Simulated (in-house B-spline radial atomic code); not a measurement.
Multiplet parameters of the 2p4 shell in Te44+ ([He] 2s2 2p4). Level of theory: non-relativistic Hartree-Fock, average of configuration, point nucleus; calculated with an all-electron radial atomic-structure program (B-spline basis).

Slater integrals: F^2 = 929622 cm⁻¹. Central-field spin-orbit parameter ζ(2p) = 1.455e+06 cm⁻¹ (bare central field on non-relativistic orbitals, without two-electron terms: too large for light atoms, too small for heavy ones).

With F₂ = F^2/25 = 37185 cm⁻¹:

Where do the terms lie in LS coupling, without spin-orbit interaction?

In cm⁻¹ above the Hund's-rule term:
| term | expression | energy |
| --- | --- | --- |
| 3P | 0 F₂ | 0 |
| 1D | 6 F₂ | 223109 |
| 1S | 15 F₂ | 557773 |

How far can these numbers be trusted?

Fits to spectra need these integrals scaled down, since correlation screens the repulsion. Here ζ is 39.14 times F₂, so spin-orbit coupling rivals the gaps between some terms: low levels can stay fairly pure, while close terms of equal J mix strongly.
